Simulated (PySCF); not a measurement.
Numbering as in the mapped SMILES `[CH2:1]=[CH:2][c:3]1[cH:4][cH:5][cH:6][c:7]([F:8])[cH:9]1` (H(Xn): hydrogen on atom n). Ha(C1) is cis to C3; Hb(C1) is trans to C3.

GIAO PBE0/pcSseg-1 shifts (PySCF, gas phase, non-relativistic, equivalent atoms averaged), each against references optimised in the same way as the molecule (TMS, CFCl3).

On the GFN2-xTB geometry: C7 173.6, C3 144.3, C2 143.9, C5 135.9, C4 131.1, C6 121.1, C1 120.3, C9 114.7, F8 -115.9, H(C9) 7.76, H(C5) 7.58, H(C6) 7.21, H(C4) 7.10, H(C2) 6.84, Ha(C1) 6.31, Hb(C1) 5.71 ppm.

**Question.** What changes on the PBE0-D3(BJ)/def2-SVP geometry?

**Answer.** 
| atoms | δ (ppm) | change |
| --- | --- | --- |
| C7 | 170.8 | -2.8 |
| C3 | 143.6 | -0.7 |
| C2 | 144.0 | +0.1 |
| C5 | 135.6 | -0.3 |
| C4 | 130.4 | -0.7 |
| C6 | 120.8 | -0.3 |
| C1 | 120.6 | +0.3 |
| C9 | 113.7 | -1.0 |
| F8 | -111.9 | +4.0 |
| H(C9) | 7.53 | -0.23 |
| H(C5) | 7.37 | -0.21 |
| H(C6) | 7.02 | -0.19 |
| H(C4) | 6.91 | -0.19 |
| H(C2) | 6.63 | -0.21 |
| Ha(C1) | 6.21 | -0.10 |
| Hb(C1) | 5.64 | -0.07 |

Unscaled 19F shifts against computed CFCl3 carry errors that often reach 10 to 50 ppm.

Bonds between heavy atoms that differ most (equivalent bonds averaged): C7–F8 1.352 → 1.333 Å, C4–C5 1.382 → 1.393 Å, C1–C2 1.327 → 1.338 Å, C2–C3 1.458 → 1.469 Å, C9–C3 1.395 → 1.404 Å. Mean change of bonds to hydrogen: C–H +0.014 Å.
